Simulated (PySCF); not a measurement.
Cost of one run: shielding job, `O([C@@H]1C(CO1)=O)C(C)C`.

Method: GIAO PBE0/pcSseg-1 NMR shielding, non-relativistic, gas phase (PySCF 2.14.0, density-fitted response routines). Geometry: GFN2-xTB. Work: shieldings, ring-centre shieldings, charges and field gradients, density fitting. The input is one job of a driver script: a line of settings, then coordinates in Å.

Input:
```
{"job": {"kind": "nmr", "xc": "PBE0", "basis": "pcSseg-1"}, "charge": 0, "multiplicity": 1}
C     -1.353537     0.359053    -1.292156
C     -1.193021    -0.515968    -0.052753
C     -2.415533    -0.448315     0.852973
O     -0.077334    -0.092351     0.741453
C      1.158940    -0.402382     0.252885
O      1.701331     0.505795    -0.730192
C      2.789153     0.906463     0.104907
C      2.316220    -0.032272     1.188963
O      2.676096    -0.353279     2.275344
H     -2.171230    -0.012473    -1.903943
H     -0.437182     0.355111    -1.876955
H     -1.567412     1.382280    -0.994018
H     -1.014908    -1.559580    -0.361608
H     -2.266850    -1.074017     1.728648
H     -3.295383    -0.788255     0.314284
H     -2.569888     0.575437     1.181785
H      1.204212    -1.437993    -0.132836
H      2.742707     1.966936     0.368445
H      3.763815     0.675061    -0.332803
```

Hardware: Arm Neoverse V1, one thread, on a shared host.

The basis has 203 functions.

Q: How long does the run take?

A: About 38 s. The SCF took 14 cycles.

The SCF part of the output:
```
coarse grid: 15976 points
cycle   1  E = -459.4137861723  dE =  1.476e+00  |g| = 1.056e+00  |ddm| = 3.802e+00
cycle   2  E = -458.8839555536  dE =  5.298e-01  |g| = 1.996e+00  |ddm| = 2.308e+00
cycle   3  E = -459.6112038443  dE = -7.272e-01  |g| = 2.655e-01  |ddm| = 1.693e+00
cycle   4  E = -459.6236964951  dE = -1.249e-02  |g| = 1.021e-01  |ddm| = 2.623e-01
cycle   5  E = -459.6253583081  dE = -1.662e-03  |g| = 2.612e-02  |ddm| = 8.374e-02
cycle   6  E = -459.6254926734  dE = -1.344e-04  |g| = 6.616e-03  |ddm| = 2.070e-02
cycle   7  E = -459.6255005114  dE = -7.838e-06  |g| = 2.243e-03  |ddm| = 5.780e-03
final grid: 154592 points
cycle   8  E = -459.7126705070  dE = -1.642e-05  |g| = 1.839e-02  |ddm| = 2.987e-02
cycle   9  E = -459.7125397120  dE =  1.308e-04  |g| = 3.265e-02  |ddm| = 3.133e-02
cycle  10  E = -459.7127296929  dE = -1.900e-04  |g| = 3.819e-03  |ddm| = 2.167e-02
cycle  11  E = -459.7127324535  dE = -2.761e-06  |g| = 4.538e-04  |ddm| = 2.805e-03
cycle  12  E = -459.7127324871  dE = -3.358e-08  |g| = 1.797e-04  |ddm| = 4.932e-04
cycle  13  E = -459.7127324935  dE = -6.378e-09  |g| = 4.544e-05  |ddm| = 1.668e-04
cycle  14  E = -459.7127324938  dE = -3.489e-10  |g| = 1.775e-05  |ddm| = 4.832e-05
converged SCF energy = -459.7127324938
```

On the final grid dE counts from the start density on that grid.

Other jobs ran on the host; a repeat could differ by tens of per cent or more.
